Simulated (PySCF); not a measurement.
**Nuclear quadrupole coupling in `CC(=O)NC(C)=S`**

Compound: C4H7NOS.
Numbering: `[CH3:1][C:2](=[O:3])[NH:4][C:5]([CH3:6])=[S:7]` (hydrogens: H8, H9, H10 on C1; H11 on N4; H12, H13, H14 on C6)

Geometry (GFN2-xTB, Å), atoms numbered from 1 in this order:
```xyz
14
C4H7NOS angstrom
C      2.312   -0.111    0.621
C      0.864   -0.470    0.392
O      0.454   -1.593    0.254
N      0.055    0.653    0.359
C     -1.300    0.743    0.174
C     -2.089   -0.495   -0.024
S     -1.969    2.235    0.185
H      2.909   -1.018    0.640
H      2.667    0.535   -0.179
H      2.423    0.413    1.567
H      0.506    1.553    0.488
H     -3.138   -0.246   -0.156
H     -1.724   -1.040   -0.895
H     -1.970   -1.160    0.832
```

Field gradients from the PBE0/pcSseg-1 density (PySCF, non-relativistic), principal values in atomic units, ordered |Vxx| ≤ |Vyy| ≤ |Vzz|:

| atom | Vxx | Vyy | Vzz |
| --- | --- | --- | --- |
| O3 | 0.7051 | 1.0789 | -1.7840 |
| N4 | 0.3059 | 0.4088 | -0.7147 |
| S7 | 0.9576 | 1.6285 | -2.5861 |

Problem. Find the asymmetry η = (Vxx − Vyy)/Vzz and the couplings χ = eQV/h (234.96 MHz × Q in barn × V in au), with Q(17O) = −0.0256 b, Q(14N) = 0.02044 b, Q(33S) = −0.0678 b.

Solution. 
| atom | environment | nucleus | η | χzz (MHz) | χxx (MHz) | χyy (MHz) |
| --- | --- | --- | --- | --- | --- | --- |
| O3 | amide oxygen | 17O | 0.21 | 10.73 | -4.24 | -6.49 |
| N4 | amide nitrogen | 14N | 0.14 | -3.433 | 1.469 | 1.963 |
| S7 | thiocarbonyl sulfur | 33S | 0.26 | 41.20 | -15.26 | -25.94 |

The tensor is traceless: Vxx + Vyy + Vzz = 0.

Problem. What is Vzz at O3 in SI units (1 au = 9.71736 × 10²¹ V/m²)?

Solution. -1.7840 au = -17.336 × 10²¹ V/m².

Problem. And the gradient at the other heavy atoms, for which no coupling is worked out here?

Solution. 
```json
{"atom": "C1", "environment": "methyl carbon next to a carbonyl", "Vzz (au)": "0.089", "η": "0.76"}
{"atom": "C2", "environment": "amide carbonyl carbon", "Vzz (au)": "0.411", "η": "0.73"}
{"atom": "C5", "environment": "thiocarbonyl carbon", "Vzz (au)": "0.453", "η": "0.75"}
{"atom": "C6", "environment": "methyl carbon", "Vzz (au)": "0.143", "η": "0.58"}
```

Were the hydrogens deuterons (Q(2H) = 0.00286 b), χzz would run from 206 kHz (H14 and H13) to 251 kHz (H11).

The structure is a single GFN2-xTB conformer in the gas phase; no vibrational or solvent corrections. GFN2-xTB bond lengths can be off by several hundredths of an ångström, more for odd bonds, and the gradients follow them. The small basis limits the accuracy of the gradients.
